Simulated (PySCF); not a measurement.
3-(trifluoromethyl)pyridine, C6H4F3N.
SMILES with atom numbers: `[F:1][C:2]([F:3])([F:4])[c:5]1[cH:6][cH:7][cH:8][n:9][cH:10]1`

NICS is the negative of the GIAO shielding at a point without a nucleus: at the ring centre (0) and 1 Å above and below it (1); zz is the component along the ring normal. Level: GIAO KT3/pcSseg-1 (PySCF, non-relativistic, gas phase) on the PBE0-D3(BJ)/def2-SVP geometry, one conformer.

Ring bond lengths (Å): C5–C6 1.393, C6–C7 1.390, C7–C8 1.395, C8–N9 1.330, N9–C10 1.328, C10–C5 1.397.

Q: Give the NICS values of each ring in ppm.

A: 
```json
{"ring": "C5–C6–C7–C8–N9–C10", "type": "6-membered ring with N; formal bonds all aromatic", "NICS(0)": "-8.0", "NICS(1), two faces": "-10.9 / -11.1", "NICS(1)zz, two faces": "-27.3 / -27.5", "rms pucker (Å)": "0.00", "centre to ring atoms, mean (Å)": "1.37"}
```

Q: What do they say, and how far can they be read as aromaticity?

A: 
- C5–C6–C7–C8–N9–C10: mean NICS(1)zz -27.4 ppm, shielded. For a flat ring without four-coordinate atoms the NICS criterion counts such a value as aromatic.

Q: What does the geometric index give? HOMA = 1 − mean of α(R − Ropt)² over the ring bonds, with Krygowski's 1993 parameters (CC: Ropt 1.388 Å, α 257.7 Å⁻²; CN: Ropt 1.334 Å, α 93.52 Å⁻²).

A: 
- C5–C6–C7–C8–N9–C10: HOMA 0.99; the largest term is that of C10–C5, α(R − Ropt)² = 0.02. The geometric and the magnetic index point the same way.

Q: What field does 14.1 T along the ring normal induce along that normal at the first NICS(1) probe listed for ring C5–C6–C7–C8–N9–C10, 1 Å off the ring?

A: NICSzz × B0 = -27.3 ppm × 14.1 T = -385 μT, against the applied field.

Q: List the ring angles.

A: 
- C5–C6–C7–C8–N9–C10: C5 118.6°, C6 118.4°, C7 118.4°, C8 123.5°, N9 118.0°, C10 123.1°; sum 720.0° against 720° for a flat convex ring.

Q: How do the values depend on the level or the medium?

A: 
| level | NICS(0), C5–C6–C7–C8–N9–C10 | mean NICS(1)zz, C5–C6–C7–C8–N9–C10 |
| --- | --- | --- |
| KT3/pcSseg-1, gas | -8.0 | -27.4 |
| PBE0/pcSseg-1, gas | -7.9 | -28.5 |

The geometry is the same throughout.

Conformer computed: `[F:1][C:2]([F:3])([F:4])[c:5]1[cH:6][cH:7][cH:8][n:9][cH:10]1`: F1–C2–C5–C6 91°.
